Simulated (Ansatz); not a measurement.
`O=C=[N][Al]([Cl])[Cl]` + HI → `[Cl][Al]([Cl])[I]` + `N=C=O`  (ligand exchange at the Al–N bond)

Computed with Ansatz on PBE0-D4/def2-TZVP structures; ΔE is electronic, products minus reactants. CBS: MP2 limit from def2 TZ/QZ plus the TZ coupled-cluster correction, frozen cores. This one scheme is used for every species. DFT in def2-TZVPP. B3LYP here is the variant with VWN-RPA as its local correlation; programs differ in this. def2 core potentials past Kr. For I outer-core shells are correlated without core-valence functions, which leaves a few kJ/mol of doubt a bond. One conformer a species, not always the lowest.

| level | ΔE (kcal/mol) | difference from CCSD(T)/CBS |
| --- | --- | --- |
| BLYP-D4 | -0.8 | 1.7 |
| B97M-V | 0.4 | 2.9 |
| PBE0-D4 | -3.2 | -0.7 |
| r2SCANh-D4 | -2.0 | 0.5 |
| CAM-B3LYP-D4 | 0.6 | 3.1 |
| B2PLYP | -0.7 | 1.8 |
| PBE-QIDH | -2.5 | 0.0 |
| B3LYP | -0.2 | 2.3 |
| r2SCAN0 | -2.0 | 0.5 |
| BHLYP | 0.6 | 3.1 |
| RPA@PBE/def2-TZVPP | -0.1 | 2.4 |
| CCSD/def2-SVP | 1.8 | 4.3 |
| CCSD(T)/def2-TZVPP | -0.5 | 2.0 |
| HF/def2-QZVPP | 1.6 | 4.1 |
| MP2/def2-QZVPP | -3.2 | -0.7 |
| SCS-MP2/def2-QZVPP | -1.8 | 0.7 |
| CCSD(T)/CBS | -2.5 | 0 |

Largest T1 diagnostic among the species: 0.018.

Leaving LDA and LC-ωPBE aside and taking each functional with its dispersion term where it has one, the values, not all of them listed here, spread over 4.4 kcal/mol, from PBE-D4 to CAM-B3LYP-D4. LDA lies +0.8 kcal/mol from PBE without D4. At CCSD(T), def2-SVP lies +3.8 kcal/mol from the extrapolated value and def2-TZVPP +2.0 kcal/mol.
